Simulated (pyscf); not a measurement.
# HP=InH (SMILES [PH]=[InH]), singlet

Gas-phase minimum from PySCF at ωB97X-D3(BJ)/def2-SVP, one conformer. HP=InH lies 28.6 kcal/mol over its isomer H₂P–In [singlet], and others may lie lower still (electronic energy, ωB97M-D3(BJ)). 

```xyz
4

P      0.2979    -0.7485     0.6519
In    -1.7792     0.0489     0.1223
H      0.0977    -1.6815    -0.4245
H     -3.3232     0.6637    -0.2470
```
Charge 0, spin multiplicity 1.

Bond lengths (Å): P1–In2 2.287, P1–H3 1.439, In2–H4 1.702. Bond angles (°): In2–P1–H3 85.8, P1–In2–H4 178.9.

Properties at ωB97X-D3(BJ)/def2-SVP:

```yaml
harmonic_wavenumbers_unscaled: 372, 390, 433, 693, 1862, 2363 cm⁻¹
zero_point_energy: 8.7 kcal/mol
rotational_symmetry_number: 1
Entropy of this conformer at 298 K and 1 atm, rigid rotor and harmonic oscillator, modes under 100 cm⁻¹ raised to 100: 276.9 J/(mol K)
dipole_moment: 3.44 D
```

Single-point totals, which compare only within one level (frozen core for MP2 and CC):

```tsv
level	total energy (hartree)
ωB97X-D3(BJ)/def2-TZVP	-532.75331
PBE/def2-TZVP	-532.51289
r²SCAN/def2-TZVP	-532.71197
B3LYP-D3(BJ)/def2-TZVP	-532.76338
PBE0-D3(BJ)/def2-TZVP	-532.53962
M06-2X/def2-TZVP	-532.57009
ωB97M-D3(BJ)/def2-TZVP	-532.73758
HF/def2-TZVPP	-531.08486
MP2/def2-TZVPP	-531.52394
CCSD/def2-TZVPP	-531.53744
CCSD(T)/def2-TZVPP	-531.55694
```

The CCSD(T) − MP2 part came from Ansatz, without density fitting, on the same reference. The frozen core leaves the outer d or s,p core shells of the metals and heavy elements correlated in the MP2 and CC values, and def2-TZVPP describes them poorly, so these totals are far from the basis limit. Elements past Kr carry the def2 core potentials, without spin-orbit coupling.
